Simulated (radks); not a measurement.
Results of a calculation; reference values are marked as such.
Problem. The mean radii <r> (bohr) of the occupied orbitals of an atom or ion are listed with their occupations. Level of theory: non-relativistic Kohn-Sham, Slater X-alpha with alpha = 0.978, spin-polarised, spherical densities, point nucleus (a radial shooting solver on a logarithmic mesh with Libxc functionals).

| orbital | occ. | <r> |
|---|---|---|
| 1s up | 1 | 0.5607 |
| 1s down | 1 | 0.5572 |
| 2s up | 1 | 3.422 |

Name the element and its charge. Open shells, if any, are filled with parallel spins first.

Solution. Z = 3, lithium, charge 0: Li in [He] 2s1. The 1s radius gives Z: for a bare nucleus <r> = 1.5/Z, 0.5 bohr for Z = 3, and screening makes it slightly larger (0.5607 here). The occupations add up to 3, and the charge is Z minus that.
